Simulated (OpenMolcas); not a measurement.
Mo3+ in Cs2NaYF6: curves along the breathing mode

Mo3+ with its 6 nearest fluoride ions, on the Y site of Cs2NaYF6 (a = 9.075 Å, distance in the model lattice 2.178 Å). The rest of the host is ab initio model potentials to 7.6 Å, with orthogonalisation functions on the cations behind the ligands, and point charges beyond; the distance is set by hand and nothing relaxes. Ligand basis ANO-RCC-VDZP.

```
Program             : OpenMolcas
Method              : CASSCF
Basis               : ANO-RCC-VDZP [6s5p3d1f]
Scalar Hamiltonian  : DKH2, point nucleus
Active space        : 3 electrons in 5 orbitals (4d)
State averaging     : 2S+1 = 4 even, 10 roots; 2S+1 = 2 even, 40 roots
Spin-orbit coupling : state interaction with AMFI integrals over the reference wave functions
```

Spin-free energies (labels of O, the rotations of Oh) in cm-1 above the lowest fitted minimum, as all ligands move together:

```tsv
R (Å)	4A2	2E	2T1	2T2	4T2	4T1	2A1
1.926	9340	23800	24170	32190	43050	51080	54450
1.972	3520	17990	18410	26250	33810	41790	45290
2.017	650	15140	15590	23250	27980	35890	39520
2.062	80	14590	15070	22540	24780	32590	36400
2.108	1470	15980	16500	23750	23780	31470	35460
2.153	4410	18930	19480	26510	24660	32210	36410
2.198	8660	23190	23760	30580	27080	34480	38900
```

Cubic fits give the following; the wavenumber is harmonic, with the mass of all moving ligands, small differences in it between states hang on the degree of the fit, a number in brackets counts states of one label, and the table is a selection of at most 14 states with clean curves.

```csv
State,R0 (Å),Breathing mode (cm-1),Minimum (cm-1)
4A2,2.052,546,0
2E,2.052,546,14500
2T1,2.051,546,14980
2T2,2.055,540,22480
4T2,2.106,521,23770
4T1,2.110,515,31470
2A1,2.105,523,35450
2T2(2),2.106,521,37680
2T1(2),2.105,523,38210
2E(2),2.104,523,39820
2T1(3),2.107,518,43320
2T2(3),2.102,523,48390
2A2,2.104,523,49930
4T1(2),2.154,496,48410
```

The minimum of 4T2 is shifted by +0.0545 Å against 4A2 (from the unrounded fits). With M = 114.0 u for the moving shell, the Huang-Rhys factor in this mode is S = M ω ΔR² / 2ħ = 0.01483 × 114.0 × 546 × 0.0545² = 2.74. Only the first shell moves, against a rigid host.

Without dynamic correlation the repulsion within the d shell is too large (B by tens of per cent), so at a given field states of lower spin stand too high. With metal d orbitals alone the field can be off either way by tens of per cent. Ligand-to-metal charge-transfer states are missing. With no ligand orbital active B as a rule stays too high, so bands that hang on it stand too high and its fall with covalency is understated. The least metal-like active orbital is 80 % on the metal (Löwdin) and no ligand orbital is active, so the numbers are rough (holds for R = 1.926). The least metal-like active orbital is 82 % on the metal (Löwdin) and no ligand orbital is active, so the numbers are rough (holds for R = 1.972). The least metal-like active orbital is 83 % on the metal (Löwdin) and no ligand orbital is active, so the numbers are rough (holds for R = 2.017). The least metal-like active orbital is 84 % on the metal (Löwdin) and no ligand orbital is active, so the numbers are rough (holds for R = 2.062; R = 2.108). No measured value stands beside these numbers.
